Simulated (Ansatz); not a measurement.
CH5ClNSi can be A, `C[N][SiH2]Cl`•, or B, `C[Si](N)Cl`•.

Gas-phase electronic energies from Ansatz, PBE0-D4/def2-TZVP geometries. CCSD(T)/CBS adds triple-zeta CCSD(T) − MP2 to the extrapolated MP2 energy (def2 sets, frozen cores). Functionals use def2-TZVPP. B3LYP here is the variant with VWN-RPA as its local correlation; programs differ in this. No spin–orbit coupling; open shells (•) take unrestricted orbitals. One conformer a species, not always the lowest.

Q: Which isomer does CCSD(T)/CBS put lower? Give the gap. (An estimate is asked.)

A: Ansatz gave: B, by 159.9 kJ/mol.

Q: Give E(B) − E(A) in kJ/mol with PBE-D4, ωB97M-V, MP2/def2-TZVPP, CCSD(T)/def2-SVP, B3LYP, B2PLYP, LDA (SPW92). (Estimate.)

A: The calculation gave: PBE-D4 -163.1, ωB97M-V -151.5, MP2/def2-TZVPP -180.2, CCSD(T)/def2-SVP -135.6, B3LYP -146.0, B2PLYP -153.8, LDA (SPW92) -180.0. None reverses the order clearly.

Q: Does the order hold for the free energy at 298.15 K (harmonic terms from PBE0-D4)? (Estimate.)

A: The calculation gave: Yes: G(B) − G(A) = -142.5 kJ/mol, for one conformer each. Modes under 60 cm⁻¹, often nearly free rotors, make the harmonic entropy too high.

Largest T1 diagnostic: 0.014.

The D4 term adds −3.4 kJ/mol with B3LYP and −1.7 kJ/mol with PBE0; it sums over pairs of atoms, weighted by their polarisabilities, and B3LYP, whose exchange is more repulsive, gets the larger term. Leaving LDA and LC-ωPBE aside and taking each functional with its dispersion term where it has one, the values, not all of them listed here, spread over 23.6 kJ/mol, from PBE-D4 to BHLYP-D4. LDA lies −18.9 kJ/mol from PBE without D4.
